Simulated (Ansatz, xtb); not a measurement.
Relative energy of two isomers of ClH8NSi3

Structure a is `N[SiH2][SiH2][SiH2]Cl`, a singlet and structure b is `N[Si]([SiH3])([SiH3])Cl`, a singlet. Both are isolated molecules in the gas phase, relaxed with r2SCAN-D4/def2-SVP; the shapes shown needn't be the lowest conformers.

a (Å):

```xyz
13

Cl    1.3639    1.5987    0.3172
N    -0.8920   -3.1779   -1.8685
Si   -0.0252   -1.9073   -1.0566
Si   -1.1102   -0.9027    0.7927
Si    0.3961    0.5486    1.8464
H    -1.7028   -2.9225   -2.4260
H    -1.0860   -4.0354   -1.3581
H     1.2635   -2.4697   -0.5480
H     0.2423   -0.8289   -2.0529
H    -2.3147   -0.1232    0.3574
H    -1.5679   -1.9323    1.7845
H    -0.2270    1.5489    2.7624
H     1.4353   -0.2080    2.6062
```

b (Å):

```tsv
atom	x (Å)	y (Å)	z (Å)
Cl	1.7527	-1.4029	-1.4320
N	2.0124	0.6318	1.0752
Si	0.8754	-0.1559	0.0431
Si	-0.4331	-1.5993	1.3430
Si	-0.2850	1.4774	-1.1694
H	2.5939	1.3801	0.7057
H	2.5314	0.0879	1.7602
H	0.4629	-2.5373	2.0896
H	-1.3370	-2.3928	0.4579
H	-1.2587	-0.8358	2.3291
H	-1.1808	0.8214	-2.1682
H	-1.1076	2.3372	-0.2632
H	0.6984	2.3437	-1.8929
```

Quicker runs give these differences E(b) − E(a): GFN2-xTB +1.5 kJ/mol; HF/STO-3G −2.2 kJ/mol (at GFN2-xTB geometries); r2SCAN-D4/def2-SVP//GFN2-xTB −7.4 kJ/mol.

Estimate E(b) − E(a) at the level CCSD(T)/def2-SVP + ΔMP2/def2-TZVPP.

Calculated at CCSD(T)/def2-SVP + ΔMP2/def2-TZVPP: E(b) − E(a) = −17.2 kJ/mol, so structure b lies lower.

Level by level:

```json
{"level": "GFN2-xTB", "geometry": "GFN2-xTB", "E(b) − E(a) (kJ/mol)": "+1.5", "departure from the last row (kJ/mol)": "+18.7", "job, with rough time for the two": "optimisation, 0.4 s"}
{"level": "HF/STO-3G", "geometry": "GFN2-xTB", "E(b) − E(a) (kJ/mol)": "−2.2", "departure from the last row (kJ/mol)": "+15.0", "job, with rough time for the two": "single point, 0.64 s"}
{"level": "r2SCAN-D4/def2-SVP//GFN2-xTB", "geometry": "GFN2-xTB", "E(b) − E(a) (kJ/mol)": "−7.4", "departure from the last row (kJ/mol)": "+9.8", "job, with rough time for the two": "single point, 4.4 s"}
{"level": "r2SCAN-D4/def2-SVP", "geometry": "r2SCAN-D4/def2-SVP", "E(b) − E(a) (kJ/mol)": "−21.0", "departure from the last row (kJ/mol)": "−3.8", "job, with rough time for the two": "optimisation, 79 s"}
{"level": "HF/def2-SVP", "geometry": "r2SCAN-D4/def2-SVP", "E(b) − E(a) (kJ/mol)": "−15.8", "departure from the last row (kJ/mol)": "+1.4", "job, with rough time for the two": "part of the CCSD(T) run"}
{"level": "MP2/def2-SVP", "geometry": "r2SCAN-D4/def2-SVP", "E(b) − E(a) (kJ/mol)": "−20.3", "departure from the last row (kJ/mol)": "−3.1", "job, with rough time for the two": "part of the CCSD(T) run"}
{"level": "CCSD(T)/def2-SVP", "geometry": "r2SCAN-D4/def2-SVP", "E(b) − E(a) (kJ/mol)": "−19.7", "departure from the last row (kJ/mol)": "−2.5", "job, with rough time for the two": "single point"}
{"level": "CCSD(T)/def2-SVP + ΔMP2/def2-TZVPP", "geometry": "r2SCAN-D4/def2-SVP", "E(b) − E(a) (kJ/mol)": "−17.2", "departure from the last row (kJ/mol)": "", "job, with rough time for the two": "single point, 32 s"}
```

As drawn, both hold the same kinds of bond in the same numbers.

GFN2-xTB finds them nearly level. The largest departure from CCSD(T)/def2-SVP + ΔMP2/def2-TZVPP is that of GFN2-xTB, 18.7 kJ/mol. The last row adds to CCSD(T) the change of the MP2 difference between the two basis sets, here +2.5 kJ/mol.

With thermal terms from frequencies at re-optimised GFN2-xTB minima (ideal gas, soft modes damped towards free rotors, one conformer each, 298.15 K, 1 atm): the zero-point term adds −2.3 kJ/mol; ΔH is −17.5 and ΔG −21.3 kJ/mol.

The correlated steps freeze 21 core orbitals. Programs: Ansatz 0.2.0, xtb 6.7.1; the last row on 2 threads of Intel(R) Xeon(R) 6975P-C (Granite Rapids) on a shared host.
